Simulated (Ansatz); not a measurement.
C3H6ClFSi can be A, `C[SiH2]/C(Cl)=C\F`, or B, `C=C[Si](C)(F)Cl`.

Isolated molecules relaxed with PBE0-D4/def2-TZVP in Ansatz; ΔE leaves out vibrations. CCSD(T)/CBS is the MP2 limit (def2-TZVPP, def2-QZVPP) plus CCSD(T) − MP2 in def2-TZVPP, frozen cores. Functionals use def2-TZVPP. B3LYP here is the variant with VWN-RPA as its local correlation; programs differ in this. Each species was taken in one conformer, which may not be the lowest.

Q: Which isomer does CCSD(T)/CBS put lower? Give the gap. (Estimate.)

A: Computed: B, by 94.7 kcal/mol.

Q: Give E(B) − E(A) in kcal/mol with r2SCAN-D4, CCSD(T)/def2-TZVPP, HF/def2-TZVPP, B3LYP-D4, PBE0-D4, CCSD/def2-TZVPP, B3LYP. (Estimate.)

A: Computed: r2SCAN-D4 -91.7, CCSD(T)/def2-TZVPP -92.9, HF/def2-TZVPP -97.1, B3LYP-D4 -91.0, PBE0-D4 -89.6, CCSD/def2-TZVPP -94.1, B3LYP -90.6. None reverses the order clearly.

Largest T1 diagnostic: 0.012.

In def2-TZVPP, CCSD(T) changes the Hartree–Fock value by +4.2 kcal/mol (the triples alone add +1.2 kcal/mol) and MP2 by +1.3 kcal/mol. From PBE to PBE0 (25 % exact exchange), in def2-TZVPP and without D4, E(B) − E(A) moves by −3.7 kcal/mol.
